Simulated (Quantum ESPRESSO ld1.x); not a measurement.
The numbers below are computed, except where a source is named.
Task: V2+, configuration [Ar] 3d3. Level of theory: scalar-relativistic Kohn-Sham, LDA (Slater exchange, VWN5 correlation), spin-unpolarised, spherical densities, point nucleus (ld1.x of Quantum ESPRESSO 7.5). Some entries of the table are withheld. Estimate them.

orbital  occ.  eigenvalue (eV)  <r^2> (bohr^2)
1s          2         -5368.04        0.005958
2s          2              (1)          0.1129
2p          6         -519.358             (2)
3s          2              (3)             (4)
3p          6         -60.5815           1.217
3d          3              (5)             (6)

Result: 
(1) 2s eigenvalue (eV): -617.576
(2) 2p <r^2> (bohr^2): 0.09285
(3) 3s eigenvalue (eV): -86.4601
(4) 3s <r^2> (bohr^2): 1.043
(5) 3d eigenvalue (eV): -21.5916
(6) 3d <r^2> (bohr^2): 2.221
